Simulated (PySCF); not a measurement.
A geometry optimisation on `[CH3][GeH2][NH2]`.

Method: PBE0-D3(BJ)/def2-SVP geometry optimisation, gas phase (PySCF 2.14.0). Start geometry: GFN2-xTB. The command runs a driver script over a list of jobs; the input below is this job's line of settings and its coordinates in Å.

Command:
```bash
OMP_NUM_THREADS=1 python probes_run.py task.json out
```

Input:
```
{"job": {"xc": "PBE0", "basis": "def2-SVP", "d3": "d3bj", "grid": 1, "shake": 0.01, "kind": "geom"}, "charge": 0, "multiplicity": 1}
C     -1.420190    -0.257010     0.183570
Ge     0.268950     0.656920    -0.153960
N      1.564580    -0.555880     0.164280
H     -2.239170     0.462370     0.077810
H     -1.459580    -0.651920     1.173520
H     -1.600070    -1.041410    -0.526180
H      0.564050     1.779450     0.809120
H      0.337360     1.261030    -1.554720
H      1.499280    -1.437390    -0.279950
H      2.535230    -0.237090     0.085460
```

Output:
```
step   0  E = -2173.36944962  max force = 0.026196
step   1  E = -2173.37232768  max force = 0.012447
step   2  E = -2173.37312305  max force = 0.003246
step   3  E = -2173.37336534  max force = 0.001258
step   4  E = -2173.37343337  max force = 0.000981
step   5  E = -2173.37346207  max force = 0.000732
step   6  E = -2173.37350311  max force = 0.000897
step   7  E = -2173.37355474  max force = 0.001103
step   8  E = -2173.37359654  max force = 0.001150
step   9  E = -2173.37361207  max force = 0.000594
step  10  E = -2173.37361527  max force = 0.000136
optimisation converged
```

Energies in Eh; «max force» is the largest Cartesian gradient component in Eh/bohr.

Give the first gradient maximum in eV/Å.

With 1 Eh/bohr = 51.422 eV/Å, 1.347 eV/Å.

How much energy does the optimisation release, in kcal/mol?

E(step 0) − E(last step) = 0.004166 Eh, which is 2.6 kcal/mol.

Summary of the converged run: final energy -2173.37362 Eh after 10 steps; dipole 0.93 D.

Estimate the wall time. Hardware: Arm Neoverse V2, one thread, no GPU, on a shared host. And the peak memory of the process?

About 31 s, with 0.40 GiB resident at the peak, the Python interpreter and its libraries included.
Labels such as C1 count atoms from 1, the log's own numbers from 0.
